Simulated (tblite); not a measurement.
Species: C8H7NS.
Numbering: `[CH2:1]=[CH:2][c:3]1[cH:4][s:5][c:6]2[cH:7][cH:8][nH:9][c:10]12` (hydrogens: H11, H12 on C1; H13 on C2; H14 on C4; H15 on C7; H16 on C8; H17 on N9)

Structure optimised with GFN2-xTB, isolated species.

(1) What internal coordinates does the optimisation give?

Results:

(1) 
```csv
bond,length (bohr)
C1=C2,2.511
C2–C3,2.733
C3–C4,2.591
C4–S5,3.266
S5–C6,3.267
C6–C7,2.657
C7–C8,2.589
C8–N9,2.582
N9–C10,2.571
C3–C10,2.695
C6–C10,2.638
C1–H11,2.033
C1–H12,2.034
C2–H13,2.046
C4–H14,2.027
C7–H15,2.023
C8–H16,2.026
N9–H17,1.899
```

A selection of angles:
```csv
angle,degrees
C2–C1–H11,123.0
C2–C1–H12,121.2
H11–C1–H12,115.8
C1–C2–C3,126.7
C1–C2–H13,119.2
C3–C2–H13,114.2
C2–C3–C4,122.1
C2–C3–C10,128.7
C4–C3–C10,109.3
C3–C4–S5,115.3
C3–C4–H14,126.4
S5–C4–H14,118.2
C4–S5–C6,90.0
S5–C6–C7,140.0
S5–C6–C10,111.5
C7–C6–C10,108.5
C6–C7–C8,105.6
C6–C7–H15,127.5
C8–C7–H15,127.0
C7–C8–N9,110.1
C7–C8–H16,129.2
N9–C8–H16,120.7
C8–N9–C10,108.8
C8–N9–H17,124.9
C10–N9–H17,126.3
C3–C10–N9,139.0
C3–C10–C6,113.9
C6–C10–N9,107.1
```

Dihedral angles: C1–C2–C3–C4 180° (antiperiplanar).

The 10 heavy atoms lie in one plane (0.001 Å rms). The 5-membered ring C6–C7–C8–N9–C10 has internal angles of 105.6° to 110.1° (sum 540°, against 540° for a flat polygon); it is planar, 0.00 Å rms from its mean plane, widest ring torsion 0°. Of the pairs four or more bonds apart, H11···H17 is among the closest relative to their van der Waals radii: 2.10 Å, 88 % of the sum of Bondi's values. N9 (pyrrole-type nitrogen) is planar (angles 126.3°, 124.9° and 108.8°, sum 360.0°, 0.00 Å off the plane of its three neighbours). The 7 C–C bonds span 1.329 Å (C1=C2, drawn double) to 1.446 Å (C2–C3, drawn single), a spread of 0.117 Å. The 5-membered ring C3–C4–S5–C6–C10 has internal angles of 90.0° to 115.3° (sum 540°, against 540° for a flat polygon); it is planar, 0.00 Å rms from its mean plane, widest ring torsion 0°.

Point group: Cs (tolerance 0.08 Å). Its GFN2-xTB frequencies are all real (lowest 16 cm⁻¹). The numbers are those of one conformer.

These are computed values.
